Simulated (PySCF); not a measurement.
PBE0-D3(BJ)/def2-TZVP geometry optimisation, IEF-PCM water with PySCF 2.14 and geomeTRIC: [CuCl4]2-, charge -2, multiplicity 2. Start (model start, shaken):

```
5

Cu    0.0000    0.0045   -0.0041
Cl    2.3066   -0.0068   -0.0149
Cl   -2.3191    0.0201   -0.0074
Cl   -0.0093    2.3274    0.0053
Cl    0.0016   -2.3340   -0.0004
```

```
step  E − E(start) / kcal mol⁻¹  largest force / Eh bohr⁻¹
   0                       0.00                    0.00269
   1                       0.10                    0.00266
   2                      -0.01                    0.00237
   3                      -0.05                    0.00178
   4                      -0.08                    0.00048
   5                      -0.09                    0.00040
   6                      -0.13                    0.00190
   7                      -0.17                    0.00414
   8                      -0.24                    0.00546
   9                      -0.36                    0.00345
  10                      -0.53                    0.00265
  11                      -0.83                    0.00283
  12                      -0.99                    0.00189
  13                      -1.17                    0.01203
  14                      -1.53                    0.00979
  15                      -2.44                    0.00182
  16                      -3.32                    0.00285
  17                      -3.45                    0.00198
  18                      -3.48                    0.00130
  19                      -3.48                    0.00050
  20                      -3.49                    0.00033
  21                      -3.50                    0.00022
```

The optimisation met its thresholds. End point:

```
5

Cu   -0.0048    0.0011   -0.0071
Cl    2.1242    0.0089   -0.8318
Cl   -2.1323    0.0012   -0.8316
Cl   -0.0065    2.1275    0.8296
Cl   -0.0008   -2.1275    0.8194
```

Metal–donor distances, start → end: Cl2 2.307 → 2.283 Å, Cl3 2.319 → 2.282 Å, Cl4 2.323 → 2.285 Å, Cl5 2.338 → 2.283 Å.

No frequencies were computed, so the end point may be a saddle point.

The job took 13 min on one thread of Arm Neoverse V1 (shared host), with 193 basis functions and a peak of 1.2 GiB, launched as `OMP_NUM_THREADS=1 python lf_run.py task.json out`.
